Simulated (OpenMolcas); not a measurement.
# V3+: moving the ligands

V3+ with 6 ligands (fluoride) in trigonal prismatic coordination (D3h) at 1.85 Å, a polar angle of 56.0° against the regular 49.1°. A charge of +0.5 e stands 2.4 Å behind each ligand. Ligand basis ANO-RCC-VDZP.

```json
{
 "Program": "OpenMolcas 26.06",
 "Method": "SS-CASPT2, IPEA 0.25 Eh, imaginary shift 0.1 Eh (closed shells correlated: 3s 3p and the ligand valence shells)",
 "Basis": "ANO-RCC-VDZP [5s4p2d1f]",
 "Scalar Hamiltonian": "DKH2, point nucleus",
 "Active space": "2 electrons in 5 orbitals (3d)",
 "State averaging": "2S+1 = 3 even, 10 roots; 2S+1 = 1 even, 15 roots",
 "Spin-orbit coupling": "RASSI with atomic mean-field integrals over the reference wave functions"
}
```

Runs around this geometry, states (labels of D3, the rotations of D3h). Energies in cm-1 above the lowest state or level, χT in cm3 K/mol.

```csv
R (Å),Polar angle / regular,Ground state,First state of that spin,First gap with spin-orbit (degeneracies),χT at 300 K,First state of another spin
1.85,1.14,3E,3E 11440,"180 (2, 2)",0.880,1A1 8800
2.07,1.14,3E,3E 6160,"190 (2, 2)",0.864,1A1 9760
1.95,1.197,3E,3E 7950,"190 (2, 2)",0.870,1A1 8930
```

Taking the first state of the same spin as R^-n, n = -ln(6160 / 11440) / ln(2.07 / 1.85) = 5.5 between the shortest and longest distance.

Roots that are degenerate in the reference are averaged as groups; the widest CASPT2 spread within a group is 140 cm-1 (the 2-fold group of multiplicity 3 near 0 cm-1 above the lowest state of its run, R = 1.85, ratio = 1.14). Shifts and gaps below about the spread of the groups concerned are not significant. Over all roots computed the reference weight is 0.71 to 0.72 in R = 1.85 in ratio = 1.14, 0.71 to 0.72 in R = 2.07 in ratio = 1.14, 0.71 to 0.72 in R = 1.95 in ratio = 1.197; a low but even weight reflects the number of correlated electrons. An orbital doublet at a regular site is open to a Jahn-Teller distortion, which this geometry leaves out. Ligand-to-metal charge-transfer states are missing. With no ligand orbital active B as a rule stays too high, so bands that hang on it stand too high and its fall with covalency is understated. Free-ion shares, where given, are those of the reference states; single-state CASPT2 does not remix them (holds for R = 2.07, ratio = 1.14). No measured value stands beside these numbers; the geometry is a model, was not optimised and need not be the one that this ion takes.
